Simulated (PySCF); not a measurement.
Positional isomers: quinoline fluoro+boryl. Isolated molecules, 0 K electronic values unless said otherwise. One relaxed conformer stands for each flexible species; it need not be the lowest. Strings in code marks are SMILES. All members: neutral, multiplicity 1. Level: B3LYP-D3(BJ)/def2-TZVP // B3LYP-D3(BJ)/def2-SVP (PySCF), beside PBE-D3(BJ)/def2-TZVP // B3LYP-D3(BJ)/def2-SVP (PySCF) at the same geometries. B3LYP has the VWN-RPA correlation part, as in Gaussian.  Orbital energies are measured against the vacuum level.

```tsv
species	LUMO, PBE (eV)	LUMO, B3LYP-D3(BJ) (eV)
`Bc1cc(F)nc2ccccc12` (H–B–C–C torsion 180°)	-3.71	-3.06
`Bc1c(F)cnc2ccccc12` (H–B–C–C torsion 180°)	-3.65	-3.00
`Bc1cc2ncccc2cc1F` (H–B–C–C torsion 0°)	-3.41	-2.75
`Bc1cc(F)c2cccnc2c1` (H–B–C–C torsion 180°)	-3.38	-2.73
`Bc1cc(F)c2ncccc2c1` (H–B–C–C torsion 180°)	-3.36	-2.70
`Bc1ccc(F)c2ncccc12` (H–B–C–C torsion 180°)	-3.26	-2.62
`Bc1c(F)ccc2cccnc12` (H–B–C–C torsion 180°)	-3.23	withheld
```

### Question
Fit y = a + b·x, y being the LUMO at the first level, to the 6 complete rows by least squares, with x = the PBE value in eV. Give a, b and the rms residual, and predict the withheld value.

### Answer
Means of the 6 rows: x̄ = -3.4617, ȳ = -2.81 eV. Σ(x − x̄)² = 0.15748 and Σ(x − x̄)(y − ȳ) = 0.157, so b = 0.997 and a = ȳ − b·x̄ = 0.641 eV. The rms residual is 0.007 eV. At x = -3.23 the line gives -2.58 eV, outside the range of the fitted rows. The run for `Bc1c(F)ccc2cccnc12` (H–B–C–C torsion 180°) gave -2.57 eV, so the line is off by 0.01 eV, within twice the rms residual.

Codes: PySCF.
